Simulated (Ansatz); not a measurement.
Cd2TeF2⁺. Total charge 1; doublet. Geometry r2SCAN-D4/def2-SVP, that of the neutral singlet.

Cartesian coordinates in Å:
```
Cd -1.030 0.594 1.332
Cd 0.915 -0.291 -1.505
Te -0.656 1.728 -0.989
F 2.087 -1.786 -1.895
F -1.317 -0.245 3.057
```

In the def2 sets Cd, Te take a core potential; there is no spin–orbit coupling. The structure comes from a short search, and lower isomers may exist.

Problem. Estimate the α-spin orbital energies around the gap (eV) in Ansatz with PBE-D4/def2-TZVP, r2SCAN-D4/def2-TZVP, PBE0-D4/def2-TZVP.

Solution. 
```tsv
orbital	PBE-D4/def2-TZVP	r2SCAN-D4/def2-TZVP	PBE0-D4/def2-TZVP
HOMO−5	-13.32	-13.53	-14.59
HOMO−4	-13.06	-13.52	-14.57
HOMO−3	-12.55	-12.73	-14.04
HOMO−2	-12.44	-12.67	-14.00
HOMO−1	-12.43	-12.66	-13.98
HOMO	-12.40	-12.63	-13.93
LUMO	-8.20	-8.04	-7.44
LUMO+1	-7.87	-7.71	-7.02
LUMO+2	-6.95	-6.74	-6.32
LUMO+3	-6.22	-5.97	-5.61
LUMO+4	-5.87	-5.62	-5.22
LUMO+5	-4.49	-4.09	-3.76
β HOMO	-12.36	-12.60	-13.97
β LUMO	-11.64	-11.49	-10.94
```
